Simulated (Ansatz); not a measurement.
`N[SiH2]OCO`, relaxed with RKS PBE-D4/def2-SVP in Ansatz 0.2.0 from a rough embedded geometry. The force threshold is 0.03 eV/Å; the program also tests the step.

Total charge 0; spin multiplicity 1.

Start:

```xyz
12

N    -1.811   -0.741    1.375
Si   -0.414    0.111    1.077
O    -0.073   -0.346   -0.446
C     1.247    0.087   -1.049
O     1.105    1.365   -1.564
H    -1.603   -1.756    1.247
H    -2.504   -0.488    0.750
H    -0.703    1.565    1.155
H     0.677   -0.366    1.975
H     1.462   -0.669   -1.829
H     2.002   -0.002   -0.286
H     0.615    1.241   -2.405
```

```tsv
step	energy (eV)	largest force (eV/Å)	largest move (Å)
1	-14594.2644	3.312	0.000
2	-14594.7563	2.065	0.144
3	-14594.9121	0.576	0.176
4	-14594.9310	1.211	0.200
5	-14594.9677	0.269	0.200
6	-14594.9743	0.372	0.110
7	-14594.9795	0.127	0.020
8	-14594.9823	0.039	0.069
9 (rejected)	-14594.9787	0.158	0.040
10	-14594.9829	0.006	0.020
```

End:

```xyz
12

N    -1.792   -0.829    1.475
Si   -0.534    0.169    0.835
O     0.005   -0.390   -0.683
C     1.289   -0.067   -1.155
O     1.509    1.318   -1.238
H    -1.606   -1.815    1.674
H    -2.743   -0.711    1.120
H    -1.130    1.541    0.714
H     0.655    0.133    1.757
H     1.399   -0.573   -2.144
H     2.083   -0.446   -0.469
H     0.866    1.669   -1.884
```

Run time 13 s (4 threads of an Arm Neoverse V1 on a shared host); peak host memory 0.16 GiB.
